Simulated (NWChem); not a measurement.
All runs are NWChem calculations. System: SeSn, charge 0, spin multiplicity 1, at a geometry optimised with PBE0/def2-SVP with def2 effective core potentials on Sn. The structure started from a generated list of species. Level: CCSD(T)/def2-TZVP with def2 effective core potentials on Sn, 13 core orbitals frozen.

Output (cleaned and shortened):

```
             Northwest Computational Chemistry Package (NWChem) 7.3.0
             --------------------------------------------------------

                                NWChem Input Module
                                -------------------

 Scaling coordinates for geometry "geometry" by  1.889725989
 (inverse scale =  0.529177249)

 Turning off AUTOSYM since
 SYMMETRY directive was detected!

                             Geometry "geometry" -> ""
                             -------------------------

 Output coordinates in angstroms (scale by  1.889725989 to convert to a.u.)

  No.       Tag          Charge          X              Y              Z
 ---- ---------------- ---------- -------------- -------------- --------------
    1 Sn                  50.0000     0.00000000     0.00000000     0.94631700
    2 Se                  34.0000     0.00000000     0.00000000    -1.39164200

 Effective nuclear repulsion energy (a.u.)     384.7806241681

            Nuclear Dipole moment (a.u.)
            ----------------------------
        X                 Y               Z
 ---------------- ---------------- ----------------
     0.0000000000     0.0000000000     0.0000415740

      Symmetry information
      --------------------

 Group name             C2v
 Group number             16
 Group order               4
 No. of unique centers     2

      Symmetry unique atoms

     1    2


 Summary of "ao basis" -> "" (spherical)
 ------------------------------------------------------------------------------
       Tag                 Description            Shells   Functions and Types
 ---------------- ------------------------------  ------  ---------------------
 *                         def2-tzvp                  on all atoms

 Summary of "ao basis" -> "ao basis" (spherical)
 ------------------------------------------------------------------------------
       Tag                 Description            Shells   Functions and Types
 ---------------- ------------------------------  ------  ---------------------
 Sn                        def2-tzvp                16       50   6s5p3d2f
 Se                        def2-tzvp                16       48   6s5p4d1f

                                 NWChem SCF Module
                                 -----------------

  ao basis        = "ao basis"
  functions       =    98
  atoms           =     2
  closed shells   =    28
  open shells     =     0
  charge          =   0.00
[...]
     2   0 0 2    -33.985054      0.000000    305.497562

                   NWChem Extensible Many-Electron Theory Module
                   ---------------------------------------------


            General Information
            -------------------
      Number of processors :     1
         Wavefunction type : Restricted Hartree-Fock
          No. of electrons :    56
           Alpha electrons :    28
            Beta electrons :    28
           No. of orbitals :   196
            Alpha orbitals :    98
             Beta orbitals :    98
        Alpha frozen cores :    13
         Beta frozen cores :    13
     Alpha frozen virtuals :     0
      Beta frozen virtuals :     0
         Spin multiplicity : singlet
    Number of AO functions :    98
       Number of AO shells :    32
        Use of symmetry is : on
      Symmetry adaption is : on
         Schwarz screening : 0.10D-09

          Correlation Information
          -----------------------
          Calculation type : Coupled-cluster singles & doubles w/ perturbation
   Perturbative correction : (T)
            Max iterations :      100
        Residual threshold : 0.10D-05
     T(0) DIIS level shift : 0.00D+00
     L(0) DIIS level shift : 0.00D+00
     T(1) DIIS level shift : 0.00D+00
     L(1) DIIS level shift : 0.00D+00
     T(R) DIIS level shift : 0.00D+00
     T(I) DIIS level shift : 0.00D+00
   CC-T/L Amplitude update :  5-th order DIIS
                I/O scheme : Global Array Library
        L-threshold :  0.10D-05
        EOM-threshold :  0.10D-05
 no EOMCCSD initial starts read in
 TCE RESTART OPTIONS
 SLICE:      F
 D4D5:       F
 quantumc:   F
 qrotation:  F
 pwtce:      F
 qducc:      F
 nacto:                         0
 nrotv:                         0
 nrot:                          0

            Memory Information
            ------------------
          Available GA space size is     249027196 doubles
          Available MA space size is     104836364 doubles

 Maximum block size supplied by input
 Maximum block size        24 doubles

 tile_dim =     17

 -------------------------------------------------

 Global array virtual files algorithm will be used

 Parallel file system coherency ......... OK

 4-electron integrals stored in orbital form

 v2    file size   =          2763256
 4-index algorithm nr.  13 is used
 imaxsize =       30
 imaxsize ichop =        0


CCSD iterations
 ---------------------------------------------------------
 Iter          Residuum       Correlation     Cpu    Wall
 ---------------------------------------------------------
    1   0.1687651764804  -0.5638620866912     0.6     0.6
    2   0.0350305098064  -0.5434743181343     0.6     0.6
    3   0.0110436320791  -0.5539597275614     0.6     0.6
    4   0.0067083473426  -0.5534374325094     0.6     0.6
    5   0.0025997269713  -0.5545068428846     0.6     0.6
    6   0.0016168231791  -0.5546697563540     0.6     0.6
    7   0.0013103125515  -0.5546276991742     0.6     0.6
    8   0.0005891915713  -0.5546829887091     0.6     0.6
    9   0.0005555048625  -0.5546615525915     0.6     0.6
   10   0.0002629844256  -0.5546971456345     0.6     0.6
   11   0.0000340393251  -0.5547117537514     0.6     0.6
   12   0.0000124973311  -0.5547103842179     0.6     0.6
   13   0.0000061118680  -0.5547107442015     0.6     0.6
   14   0.0000031544288  -0.5547107428984     0.6     0.6
   15   0.0000017280616  -0.5547107119759     0.6     0.6
   16   0.0000006487719  -0.5547106932893     0.6     0.6
 -----------------------------------------------------------------
 Iterations converged
 CCSD correlation energy / hartree =        -0.554710693289321
 CCSD total energy / hartree       =     -2613.807409820529756

 Singles contributions

 Doubles contributions
 CCSD(T)
 Using plain CCSD(T) code
             total no. of tasks          925
 total no. of tasks / no. procs          925
                         wl_min         4096           4.0
                         wl_max      1387778          10.6
        thresh for no. of tasks          925

 CCSD[T]  correction energy / hartree =        -0.026822799945941
 CCSD[T] correlation energy / hartree =        -0.581533493235262
 CCSD[T] total energy / hartree       =     -2613.834232620475632
 CCSD(T)  correction energy / hartree =        -0.024355110457859
 CCSD(T) correlation energy / hartree =        -0.579065803747179
 CCSD(T) total energy / hartree       =     -2613.831764930987447

 Task  times  cpu:       39.1s     wall:       39.1s

 Total times  cpu:       39.1s     wall:       39.1s
```

Q: Write an NWChem input that would produce this output.

A: Several could match; the one computed here: 
```
start mol
memory heap 100 mb stack 700 mb global 1900 mb
geometry units angstroms nocenter noautoz
  Sn     0.000000     0.000000     0.946317
  Se     0.000000     0.000000    -1.391642
  symmetry group C2v
end
basis spherical
  * library def2-tzvp
end
ecp
  Sn library def2-ecp
end
scf
  rhf
  nopen 0
  maxiter 100
  thresh 1e-7
  semidirect memsize 60000000 filesize 0
end
tce
  freeze core 13
  ccsd(t)
  2eorb
  2emet 13
  thresh 1e-6
  maxiter 100
  tilesize 24
end
task tce energy
```
